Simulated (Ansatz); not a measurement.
One change: `O=CC(O)[SiH3]` becomes `OC([SiH3])O[SiH3]`.

Ansatz, PBE0-D4/def2-TZVP geometries, multiplicity 1. Each molecule was computed in one conformer, which needn't be the lowest.

| property | `O=CC(O)[SiH3]` |
| --- | --- |
| LUMO energy (PBE/def2-TZVPP) / eV | -2.27 |
| size of the dipole moment (B3LYP/def2-TZVPP) / D | 2.29 |
| HOMO–LUMO gap (B3LYP/def2-TZVPP) / eV | 6.15 |
| HOMO–LUMO gap (PBE/def2-TZVPP) / eV | 4.08 |
| HOMO–LUMO gap (PBE0/def2-TZVPP) / eV | 6.64 |
| HOMO energy (B3LYP/def2-TZVPP) / eV | -7.60 |

(1) What does the change do to each property? (Estimate.)

## Answers

(1) Computed: 
| property | `OC([SiH3])O[SiH3]` | shift |
| --- | --- | --- |
| LUMO energy (PBE/def2-TZVPP) / eV | -0.72 | 1.55 |
| size of the dipole moment (B3LYP/def2-TZVPP) / D | 0.53 | -1.76 |
| HOMO–LUMO gap (B3LYP/def2-TZVPP) / eV | 7.59 | 1.44 |
| HOMO–LUMO gap (PBE/def2-TZVPP) / eV | 5.77 | 1.69 |
| HOMO–LUMO gap (PBE0/def2-TZVPP) / eV | 8.04 | 1.40 |
| HOMO energy (B3LYP/def2-TZVPP) / eV | -7.70 | -0.10 |

With PBE0 the HOMO falls by 0.08 eV and the LUMO rises by 1.32 eV, so the gap widens by about 1.40 eV. PBE moves the HOMO by -0.14 eV and ωB97M-V by -0.09 eV. Dipoles are sizes alone; their direction can turn.

B3LYP here is the variant with VWN-RPA as its local correlation; programs differ in this.
